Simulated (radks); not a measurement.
Values are calculated unless marked as measured or tabulated.
Initial-state core-level shifts of neutral dysprosium when its valence configuration changes from [Xe] 4f10 6s2. Code: a radial shooting solver on a logarithmic mesh with Libxc functionals. Model: scalar-relativistic Kohn-Sham, PBE, spin-unpolarised, spherical densities, finite nucleus; Fermi nuclear charge, rms radius 5.2218 fm. Shifts are changes of the shell-averaged eigenvalues in eV (positive: less bound); the change of the density at the nucleus, which sets a Mossbauer isomer shift, is in e/bohr^3, on a base of 7.776e+05.

| valence | 2s | 2p | 3p | 3d | density at nucleus |
|---|---|---|---|---|---|
| 4f10 6s1 6p1 | -1.421 | -1.422 | -1.402 | -1.404 | -24.84 |
| 4f10 6p2 | -2.717 | -2.720 | -2.680 | -2.684 | -53.93 |
| 4f10.5 6s1 6p0.5 | +2.508 | +2.481 | +2.765 | +2.741 | -39.83 |
| 4f9 6s2 6p1 | -10.246 | -10.169 | -10.953 | -10.889 | +52.54 |
| 4f8 5d2 6s2 | -14.942 | -14.768 | -16.706 | -16.533 | +81.92 |
| 4f10 5d0.5 6s1.5 | +0.400 | +0.399 | +0.384 | +0.388 | -15.10 |
| 4f9 5d1 6s2 | -7.007 | -6.932 | -7.766 | -7.691 | +38.33 |
